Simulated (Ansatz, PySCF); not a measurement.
This Ansatz (a quantum-chemistry and plane-wave program) input computes a B3LYP/def2-TZVPD energy:

Ansatz 0.2 input:
```yaml
crystal:
  periodic: [false, false, false]
  atoms:
    - {symbol: Sn, position_ang: [0.01039522, 0.00251380, 0.47326224]}
    - {symbol: Cl, position_ang: [1.25327941, 1.52348784, -0.73194987]}
    - {symbol: Cl, position_ang: [-1.28385359, -1.53088138, -0.65999790]}
basis:
  gaussian:
    orbitals: def2-TZVPD
hamiltonian:
  xc: {name: B3LYP}
total_charge: 1
magnetization: {spin_polarized: true, initial_magnetization: 1}
output: {forces: true}
```

Write an input for the same energy in PySCF and say what it gives.


```python
from pyscf import gto, scf, dft

mol = gto.M(
    atom='''
    Sn    0.01039522    0.00251380    0.47326224
    Cl    1.25327941    1.52348784   -0.73194987
    Cl   -1.28385359   -1.53088138   -0.65999790
    ''',
    basis='def2-tzvpd',
    ecp='def2-tzvp',
    charge=1,
    spin=1,
    verbose=4,
)

mf = dft.UKS(mol, xc='b3lyp').density_fit(auxbasis='def2-universal-jkfit')
mf.grids.level = 3
mf.conv_tol = 1e-9
mf.max_cycle = 100
mf.max_memory = 1500
mf.kernel()
if not mf.converged:
    mf = mf.newton()
    mf.kernel(mf.make_rdm1())
for _ in range(2):
    mo, _, stable, _ = mf.stability(return_status=True)
    if stable:
        break
    mf.kernel(mf.make_rdm1(mo, mf.mo_occ))
mf.analyze()
```
It gives -1134.58636 Eh, and Ansatz -1134.58634 Eh, a difference of 0.02 mEh, from the treatment of integrals and grids.
